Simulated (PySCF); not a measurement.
Species: C3H9Cl3Si2.
SMILES with atom numbers: `[CH3:1][Si:2]([CH3:3])([CH3:4])[Si:5]([Cl:6])([Cl:7])[Cl:8]` (hydrogens: H9, H10, H11 on C1; H12, H13, H14 on C3; H15, H16, H17 on C4)

The same species was optimised twice, with GFN2-xTB and with PBE0-D3(BJ)/def2-SVP (PySCF), and the same property calculations (PySCF, gas phase) were run on both structures.

```tsv
coordinate	GFN2-xTB	PBE0-D3(BJ)/def2-SVP	change
Si5–Cl6 (Å)	2.039	2.070	+0.031
Si5–Cl8 (Å)	2.039	2.070	+0.031
Si5–Cl7 (Å)	2.039	2.069	+0.030
Si2–C3 (Å)	1.908	1.878	-0.030
C1–Si2 (Å)	1.908	1.878	-0.030
Si2–C4 (Å)	1.908	1.878	-0.030
Si2–Si5 (Å)	2.346	2.332	-0.014
C4–Si2–Si5 (°)	108.7	106.2	-2.5
Si2–Si5–Cl8 (°)	112.9	110.9	-2.0
C1–Si2–C3 (°)	110.2	112.2	+2.0
Si2–Si5–Cl6 (°)	113.0	111.1	-1.9
C1–Si2–C4 (°)	110.1	112.1	+2.0
Cl6–Si5–Cl7 (°)	105.7	107.5	+1.8
C3–Si2–Si5 (°)	108.7	106.9	-1.8
Cl6–Si5–Cl8 (°)	105.7	107.6	+1.9
C1–Si2–Si5–Cl6 (°)	60	62	+2
```

Rotational constants: A = 943.9, B = 610.6, C = 610.5 MHz (GFN2-xTB) against A = 911.8, B = 628.2, C = 627.9 MHz (PBE0-D3(BJ)/def2-SVP). Atoms that the bonding makes alike are paired by their places after alignment.

On the GFN2-xTB structure: HOMO (eV) -8.25 [PBE0/pcSseg-1]; LUMO (eV) -0.30 [PBE0/pcSseg-1]; dipole (D) 3.34 [PBE0/pcSseg-1]; GIAO shielding of C1/C3/C4 (mean) (ppm) 189.7 [PBE0/pcSseg-1]; GIAO shielding of Si2 (ppm) 358.7 [PBE0/pcSseg-1]; GIAO shielding of Si5 (ppm) 309.4 [PBE0/pcSseg-1]; GIAO shielding of Cl6/Cl7/Cl8 (mean) (ppm) 805.4 [PBE0/pcSseg-1].

Q: What do these properties become on the PBE0-D3(BJ)/def2-SVP structure?

A: 
| property | level | on GFN2-xTB | on PBE0-D3(BJ)/def2-SVP | change |
| --- | --- | --- | --- | --- |
| HOMO (eV) | PBE0/pcSseg-1 | -8.25 | -8.10 | +0.15 |
| LUMO (eV) | PBE0/pcSseg-1 | -0.30 | -0.19 | +0.11 |
| dipole (D) | PBE0/pcSseg-1 | 3.34 | 3.50 | +0.16 |
| energy, GFN2-xTB geometry as zero (kcal/mol) | PBE0/pcSseg-1 | 0.0 | -1.9 | -1.9 |
| GIAO shielding of C1/C3/C4 (mean) (ppm) | PBE0/pcSseg-1 | 189.7 | 188.5 | -1.2 |
| GIAO shielding of Si2 (ppm) | PBE0/pcSseg-1 | 358.7 | 358.9 | +0.2 |
| GIAO shielding of Si5 (ppm) | PBE0/pcSseg-1 | 309.4 | 299.9 | -9.5 |
| GIAO shielding of Cl6/Cl7/Cl8 (mean) (ppm) | PBE0/pcSseg-1 | 805.4 | 806.1 | +0.7 |

The heavy atoms differ by 0.071 Å rms after alignment. Among bonds between heavy atoms C1–Si2, Si2–C3, Si2–C4, Si5–Cl6, Si5–Cl7 and Si5–Cl8 change most and about equally (-0.030 to +0.031 Å). Changes are differences of the printed values. Neither structure is proved a minimum here.

The values belong to the conformer `[CH3:1][Si:2]([CH3:3])([CH3:4])[Si:5]([Cl:6])([Cl:7])[Cl:8]`: C1–Si2–Si5–Cl6 62°.
